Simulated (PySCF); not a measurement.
**How methods differ on the ionisation energy of Pm⁺**

Pm⁺ [Xe] 4f5 6s1 (high-spin determinant) → Pm²⁺ [Xe] 4f5 (high-spin determinant), as a difference of total energies. Calculation: PySCF 2.14, in ANO-RCC-VTZP; the spin-free X2C one-electron Hamiltonian (Gaussian nucleus). Correlated levels: valence: [Kr] 4d10 frozen; valence and next inner shell: [Ar] 3d10 frozen. The calculations carry no spin-orbit coupling.

```tsv
method	ionisation energy (eV)
UHF	10.177
LDA	11.377
PBE	11.194
PBE0	10.981
r2SCAN	10.940
MP2 (valence)	10.875
SCS-MP2 (valence)	10.683
MP2 (valence and next inner shell)	10.949
SCS-MP2 (valence and next inner shell)	10.754
```

Problem. How much does correlation contribute at MP2 (valence and next inner shell)?

Solution. 10.949 − (10.177) = 0.772 eV, measured against UHF.

Errors of the correlated levels include the incompleteness of this basis and the frozen core.

The determinant of Pm²⁺ and of Pm⁺ mixes LS terms, which raises its energy above the lowest term, most at the Hartree-Fock and MP2 levels.

For comparison: 10.938 ± 0.02 eV (semi-empirical (NIST evaluation); NIST Atomic Spectra Database, ionization energies).
